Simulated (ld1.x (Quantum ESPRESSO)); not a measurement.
## Hg (Z = 80), TM: configuration errors across variants

```
Element                 : mercury
Generator               : ld1.x (Quantum ESPRESSO) 7.5
Type                    : norm-conserving Troullier–Martins (Kleinman–Bylander form)
Functional              : PBEsol
Relativity              : scalar-relativistic
Frozen core             : [Kr] 4d10 4f14
Valence charge          : 20
Reference configuration : 5s2 5p6 5d10 6s2 6p0
Partial waves           : 5s (bound): rc 1.25 bohr; 5p (bound): rc 1.60 bohr; 5d (bound): rc 2.20 bohr
Local potential         : all-electron potential smoothed inside 1.35 bohr (lloc = -1)
Core correction         : none
```

Occupied shells without a wave of their own: 6s. They enter only through the test configuration that unscreens the potential.

All-electron excitation energies from the reference (eV): (1) 5s2 5p6 5d10 6s1 6p0 10.740; (2) 5s2 5p6 5d10 6s0 6p0 29.744; (3) 5s2 5p6 5d9 6s0 6p0 65.298; (4) 5s1 5p6 5d10 6s2 6p0 125.606; (5) 5s2 5p6 5d10 6s1 6p1 6.128; (6) 5s2 5p6 5d8 6s0 6p0 115.081; (7) 5s2 5p6 5d9 6s2 6p1 10.414.

For the base: The 6s level has no wave, so the channel is fitted at the deeper level alone: the likely source of the large errors.

Errors AE − PS in meV (a dash: test not solved or not reliable):

```csv
change,(1),(2),(3),(4),(5),(6),(7),bound ghosts
base,-314,-762,-1035,-179,-184,-1331,+126,none
wave 5d (bound): rc 2.20 bohr becomes 5d (bound): rc 1.70 bohr,-314,-763,-1028,-113,-184,-1325,+123,none
wave 5d (bound): rc 2.20 bohr becomes 5d (bound): rc 2.10 bohr,-314,-762,-1032,-151,-184,-1329,+125,none
wave 5d (bound): rc 2.20 bohr becomes 5d (bound): rc 2.32 bohr,-314,-762,-1040,-215,-184,-1332,+129,none
wave 5d (bound): rc 2.20 bohr becomes 5d (bound): rc 2.74 bohr,-314,-770,-1075,-433,-185,-1303,+154,none
wave 5d (bound): rc 2.20 bohr becomes 5d (bound): rc 3.02 bohr,-316,-785,-1100,-575,-186,-1253,+178,none
wave 5d (bound): rc 2.20 bohr becomes 5d (bound): rc 3.32 bohr,-321,-828,-1139,-814,-189,-1109,+225,none
```

Give the same row for: wave 5d (bound): rc 2.20 bohr becomes 5d (bound): rc 1.40 bohr.

-314, -763, -1029, -124, -184, -1326, +123; bound ghosts: none.
